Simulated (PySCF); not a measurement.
A structure optimised at B3LYP-D3(BJ)/def2-SVP, used in a PySCF frequency run:

```xyz
5

Sb    -0.4959     0.5141     0.8000
Cl    -2.3733    -0.1632    -0.5280
Cl     0.0291     2.5669    -0.3327
Te     1.2060    -1.2724    -0.5143
H      2.4281    -0.9158     0.5754
```
Charge 0, spin multiplicity 1.

**Question.** Write its SMILES and formula.

**Answer.** [Cl][Sb]([Cl])[TeH], Cl₂HSbTe

**Question.** What are its rotational constants (standard atomic weights)?

**Answer.** 1.5429, 0.64294, 0.54571 GHz
